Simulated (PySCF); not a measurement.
PySCF input file for Si(Me)2(OH)2 (C₂H₈O₂Si), SMILES C[Si](O)(O)C, B3LYP-D3(BJ)/def2-SVP. Geometry optimised at B3LYP-D3(BJ)/def2-SVP. Other conformers were not sampled.

```python
import numpy as np
from pyscf import gto, scf, dft, df
from pyscf.hessian import thermo

mol = gto.M(
    atom='''
    C    -1.50321526    1.06314442   -0.12142380
    Si    0.01530337   -0.03673698   -0.00304497
    C     1.60005061    0.92969282    0.10630393
    O    -0.11986733   -0.99914905    1.36280622
    O     0.16192024   -0.98787710   -1.37057844
    H    -1.59226425    1.72040372    0.75945508
    H    -2.43388538    0.47489464   -0.19743967
    H    -1.44844072    1.70455193   -1.01602218
    H     1.78438257    1.48770366   -0.82540227
    H     2.45146901    0.25028527    0.26965078
    H     1.56951338    1.64784133    0.94096873
    H    -1.00421873   -1.11248076    1.72718259
    H    -0.45823856   -1.71969641   -1.46286633
    ''',
    basis='def2-SVP',
    charge=0,
    spin=0,
    max_memory=1600,
    verbose=3,
)
mf = dft.RKS(mol, xc='b3lyp').density_fit(auxbasis='def2-universal-jkfit')
mf.disp = 'd3bj'
mf.grids.level = 3
mf.conv_tol = 1e-11
mf.max_cycle = 100
mf.kernel()

# [left out here: the lines that compute and print the analytic Hessian (its translational invariance restored by hand, since the grid's response is missing), thermochemistry and intensities]
```

Program output:

```
converged SCF energy = -520.853577082287

WARN: DFTD3 does not support analytical Hessian, using finite difference


WARN: Mole.unit (angstrom) is changed to Bohr

Mode                                 0                   1                   2
Irrep
Freq [cm^-1]                       52.9561            124.5177            158.4422
Reduced mass [au]                   1.4055              1.0364              1.0467
Force const [Dyne/A]                0.0023              0.0095              0.0155
Char temp [K]                      76.1920            179.1532            227.9631
Normal mode                   x     y     z       x     y     z       x     y     z
       0   C                 0.02  0.03  0.03   -0.01 -0.00  0.01    0.01  0.01 -0.01
       1  Si                 0.01  0.01 -0.00   -0.00  0.00 -0.00   -0.00  0.00 -0.00
       2   C                -0.01  0.05 -0.02    0.00 -0.01  0.01   -0.01  0.00  0.04
       3   O                -0.05 -0.08 -0.07    0.02  0.00 -0.00    0.02 -0.01 -0.01
       4   O                 0.00 -0.02  0.02   -0.02  0.02 -0.02   -0.02  0.01 -0.02
       5   H                 0.05  0.04  0.03   -0.06 -0.08  0.07    0.31  0.38 -0.25
       6   H                 0.01  0.05  0.04    0.01 -0.01 -0.09   -0.05  0.03  0.52
       7   H                 0.03  0.03  0.04    0.03  0.07  0.07   -0.23 -0.36 -0.29
       8   H                -0.01 -0.00 -0.06    0.29 -0.44 -0.19    0.05 -0.03  0.03
       9   H                 0.00  0.08  0.03   -0.07  0.02  0.55   -0.02  0.01  0.12
      10   H                -0.04  0.10 -0.07   -0.19  0.37 -0.32   -0.06  0.03  0.01
      11   H                 0.02  0.45  0.27    0.01 -0.13 -0.07   -0.01 -0.19 -0.12
      12   H                 0.35 -0.35  0.35    0.02 -0.03  0.02    0.11 -0.11  0.08
Mode                                 3                   4                   5
Irrep
Freq [cm^-1]                      171.3632            209.7544            228.5621
Reduced mass [au]                   1.3581              1.9379              1.8603
Force const [Dyne/A]                0.0235              0.0502              0.0573
Char temp [K]                     246.5535            301.7899            328.8499
Normal mode                   x     y     z       x     y     z       x     y     z
       0   C                -0.04 -0.05  0.04   -0.08 -0.08 -0.02    0.02 -0.00 -0.10
       1  Si                 0.01  0.00  0.00    0.00  0.05 -0.01    0.00 -0.01  0.02
       2   C                 0.03 -0.03 -0.04    0.08 -0.08  0.04   -0.01  0.02  0.07
       3   O                -0.06 -0.00 -0.01    0.02  0.04 -0.01    0.09 -0.05 -0.01
       4   O                 0.08  0.03  0.00   -0.04  0.05 -0.01   -0.09  0.01 -0.00
       5   H                 0.04  0.04 -0.02   -0.22 -0.09 -0.03   -0.07  0.09 -0.18
       6   H                -0.02 -0.11  0.24    0.02 -0.23 -0.05    0.02  0.00 -0.15
       7   H                -0.20 -0.15 -0.04   -0.17 -0.08 -0.03    0.13 -0.09 -0.16
       8   H                 0.08 -0.13 -0.09    0.18 -0.04  0.08    0.05  0.05  0.10
       9   H                -0.01 -0.06  0.05   -0.02 -0.23 -0.01   -0.01  0.05  0.13
      10   H                 0.05  0.05 -0.11    0.19 -0.15  0.10   -0.11 -0.00  0.08
      11   H                -0.01  0.45  0.25    0.03  0.10  0.04    0.18  0.29  0.33
      12   H                -0.25  0.34 -0.29    0.23 -0.21  0.23   -0.26  0.16 -0.06
Mode                                 6                   7                   8
Irrep
Freq [cm^-1]                      255.8700            307.3174            334.7998
Reduced mass [au]                   2.5635              3.1530              3.8383
Force const [Dyne/A]                0.0989              0.1755              0.2535
Char temp [K]                     368.1400            442.1614            481.7024
Normal mode                   x     y     z       x     y     z       x     y     z
       0   C                -0.00  0.00 -0.07   -0.05  0.08 -0.00   -0.05  0.02 -0.00
       1  Si                -0.01  0.01  0.08   -0.08  0.01 -0.01    0.01  0.07 -0.00
       2   C                 0.02 -0.01 -0.09   -0.05 -0.07 -0.00    0.05  0.02  0.00
       3   O                -0.02 -0.08  0.02    0.10 -0.01 -0.01    0.01 -0.07 -0.11
       4   O                 0.01  0.10  0.02    0.10 -0.01  0.02    0.00 -0.09  0.11
       5   H                -0.12  0.11 -0.16    0.05  0.08  0.01   -0.09  0.01 -0.00
       6   H                 0.01 -0.01 -0.13   -0.12  0.20 -0.01   -0.00 -0.05  0.01
       7   H                 0.12 -0.11 -0.15    0.04  0.10  0.01   -0.11  0.03 -0.00
       8   H                -0.13 -0.13 -0.19    0.05 -0.09  0.01    0.09  0.01  0.00
       9   H                 0.02 -0.03 -0.19   -0.15 -0.21 -0.00   -0.00 -0.03  0.01
      10   H                 0.19  0.08 -0.17    0.05 -0.09  0.02    0.09  0.03  0.00
      11   H                -0.03 -0.19 -0.04    0.19 -0.00  0.21    0.01 -0.21 -0.15
[...]
       1  Si                -0.00 -0.00 -0.00    0.00 -0.00  0.00   -0.00 -0.01  0.00
       2   C                -0.00  0.01 -0.05    0.03 -0.05 -0.00    0.01 -0.01  0.03
       3   O                 0.00 -0.00  0.00   -0.00  0.00 -0.00    0.00  0.00  0.00
       4   O                 0.00 -0.00  0.00   -0.00  0.00 -0.00    0.00  0.00 -0.00
       5   H                 0.30  0.18 -0.08    0.01 -0.13  0.12    0.34  0.42 -0.28
       6   H                 0.06 -0.06 -0.43   -0.04  0.10 -0.12    0.14 -0.25 -0.28
       7   H                -0.24 -0.01  0.01   -0.11 -0.18 -0.14   -0.08  0.31  0.25
       8   H                -0.29  0.04 -0.07   -0.22  0.53  0.29    0.14  0.07  0.09
       9   H                -0.03  0.11  0.52   -0.19 -0.26  0.14   -0.02 -0.12 -0.30
      10   H                 0.33 -0.23  0.18    0.02  0.39 -0.37   -0.20  0.21 -0.17
      11   H                 0.00 -0.00 -0.00    0.00 -0.00  0.01   -0.00 -0.00 -0.01
      12   H                -0.00  0.00  0.00   -0.00  0.00 -0.01   -0.01  0.01  0.01
Mode                                24                  25                  26
Irrep
Freq [cm^-1]                     1440.2874           3021.9658           3035.2890
Reduced mass [au]                   1.0468              1.0371              1.0360
Force const [Dyne/A]                1.2794              5.5800              5.6237
Char temp [K]                    2072.2529           4347.9359           4367.1050
Normal mode                   x     y     z       x     y     z       x     y     z
       0   C                 0.02  0.03  0.04    0.04 -0.02  0.00   -0.00  0.00 -0.00
       1  Si                 0.00  0.00  0.01   -0.00  0.00 -0.00   -0.00 -0.00 -0.00
       2   C                -0.01  0.01  0.02    0.00  0.00  0.00    0.04  0.03  0.00
       3   O                -0.00 -0.00 -0.00    0.00 -0.00  0.00    0.00  0.00 -0.00
       4   O                -0.00 -0.00 -0.00    0.00 -0.00 -0.00    0.00  0.00  0.00
       5   H                 0.19 -0.17  0.19   -0.03  0.33  0.45    0.00 -0.02 -0.02
       6   H                -0.05  0.18 -0.48   -0.52 -0.35 -0.04    0.03  0.02  0.00
       7   H                -0.37 -0.36 -0.27    0.04  0.29 -0.41   -0.00 -0.02  0.02
       8   H                 0.24 -0.20 -0.06   -0.01 -0.02  0.03   -0.08 -0.28  0.49
       9   H                 0.08  0.04 -0.33   -0.02  0.02 -0.00   -0.42  0.35 -0.08
      10   H                -0.19 -0.02  0.03    0.00 -0.02 -0.03    0.03 -0.37 -0.44
      11   H                 0.00  0.00  0.01   -0.00 -0.00  0.00   -0.00  0.00 -0.00
      12   H                -0.00  0.00 -0.00   -0.00 -0.00 -0.00   -0.00 -0.00  0.00
Mode                                27                  28                  29
Irrep
Freq [cm^-1]                     3104.9724           3117.3117           3127.0669
Reduced mass [au]                   1.1009              1.1018              1.1023
Force const [Dyne/A]                6.2532              6.3085              6.3510
Char temp [K]                    4467.3639           4485.1175           4499.1530
Normal mode                   x     y     z       x     y     z       x     y     z
       0   C                 0.05  0.07  0.02   -0.01 -0.01  0.09    0.00  0.00 -0.01
       1  Si                 0.00  0.00  0.00   -0.00 -0.00  0.00    0.00 -0.00 -0.00
       2   C                 0.00 -0.00 -0.00    0.00 -0.00 -0.01    0.01 -0.01 -0.09
       3   O                -0.00 -0.00 -0.00   -0.00  0.00 -0.00   -0.00 -0.00  0.00
       4   O                -0.00 -0.00 -0.00    0.00 -0.00 -0.00    0.00  0.00  0.00
       5   H                 0.05 -0.31 -0.43    0.04 -0.35 -0.45   -0.01  0.04  0.06
       6   H                -0.61 -0.38 -0.05    0.08  0.05  0.02   -0.00 -0.00 -0.00
       7   H                -0.01 -0.17  0.26    0.04  0.44 -0.60   -0.00 -0.05  0.06
       8   H                -0.00 -0.01  0.01   -0.01 -0.04  0.06   -0.11 -0.33  0.53
       9   H                -0.01  0.00 -0.00   -0.00  0.00 -0.00   -0.05  0.04 -0.03
      10   H                -0.00  0.00  0.00   -0.00  0.05  0.06   -0.02  0.46  0.52
      11   H                -0.00 -0.00  0.00   -0.00  0.00 -0.00    0.00 -0.00 -0.00
      12   H                 0.00 -0.00 -0.00    0.00  0.00  0.00   -0.00 -0.00  0.00
Mode                                30                  31                  32
Irrep
Freq [cm^-1]                     3129.5504           3881.3271           3886.4167
Reduced mass [au]                   1.1020              1.0669              1.0672
Force const [Dyne/A]                6.3592              9.4693              9.4972
Char temp [K]                    4502.7262           5584.3655           5591.6883
Normal mode                   x     y     z       x     y     z       x     y     z
       0   C                -0.00 -0.00  0.00    0.00  0.00  0.00   -0.00 -0.00  0.00
       1  Si                 0.00 -0.00  0.00   -0.00 -0.00  0.00    0.00 -0.00  0.00
       2   C                 0.04 -0.07  0.02    0.00  0.00 -0.00   -0.00 -0.00 -0.00
       3   O                -0.00  0.00 -0.00    0.01  0.00 -0.00    0.05  0.01 -0.02
       4   O                -0.00  0.00  0.00   -0.04 -0.05 -0.01    0.01  0.01  0.00
       5   H                -0.00  0.00  0.00   -0.00  0.00  0.00   -0.00 -0.00 -0.00
       6   H                -0.00  0.00  0.00    0.00 -0.00  0.00    0.00  0.00  0.00
       7   H                 0.00  0.00 -0.00    0.00 -0.00  0.00    0.00 -0.00  0.00
       8   H                 0.08  0.21 -0.37    0.00 -0.00  0.00   -0.00 -0.00  0.00
       9   H                -0.61  0.48 -0.11   -0.00  0.00 -0.00   -0.00 -0.00  0.00
      10   H                -0.00  0.20  0.25   -0.00  0.00  0.00    0.00  0.00  0.00
      11   H                -0.00  0.00 -0.00   -0.12 -0.02  0.05   -0.87 -0.12  0.38
      12   H                -0.00 -0.00 -0.00    0.61  0.73  0.11   -0.08 -0.10 -0.02
temperature 298.1500 [K]
pressure 101325.00 [Pa]
Rotational constants [GHz] 3.63259 3.35283 3.30082
Symmetry number 1
Zero-point energy (ZPE) 0.10100 [Eh]   265175.340 [J/mol]
                           tot       elec      trans        rot        vib
Entropy [J/mol/K]       373.819      0.000    165.163    110.806     97.850
Cv [J/mol/K]            124.602      0.000     12.472     12.472     99.658
Cp [J/mol/K]            132.916      0.000     20.786     12.472     99.658
Internal energy [J/mol]                      3718.434   3718.434 280912.798
Internal energy [Eh]   -520.74375  -520.85358
Enthalpy [J/mol]                             6197.391   3718.434 280912.798
Enthalpy [Eh]          -520.74281
Gibbs free energy [J/mol]                  -43045.974 -29318.284 251738.794
Gibbs free energy [Eh] -520.78526
mode   freq/cm-1   IR/(km/mol)
   1       52.96        68.649
   2      124.52         3.688
   3      158.44        10.461
   4      171.36        65.710
   5      209.75        20.752
   6      228.56        38.410
   7      255.87         4.111
   8      307.32        18.882
   9      334.80        33.761
  10      630.76         2.953
  11      687.87         7.234
  12      721.59        66.275
  13      746.27        70.878
  14      783.48        47.584
  15      790.78        24.576
  16      811.67       107.769
  17      857.83       272.865
  18      919.83       109.142
  19      942.47       190.318
  20     1277.23        44.722
  21     1280.80        29.138
  22     1427.79         0.345
  23     1429.32         1.316
  24     1438.39         3.225
  25     1440.29         4.788
  26     3021.97         4.373
  27     3035.29         1.625
  28     3104.97        11.886
  29     3117.31         5.961
  30     3127.07         8.867
  31     3129.55         4.817
  32     3881.33        61.939
  33     3886.42        69.680
max |gradient| / (hartree/bohr): 6.610848307485637e-05
APT charges: [-0.393   1.8684 -0.3718 -0.8764 -0.88    0.01   -0.0037  0.02    0.021
  0.0193  0.0163  0.2811  0.2887]
```

The calculation finished and met its thresholds.
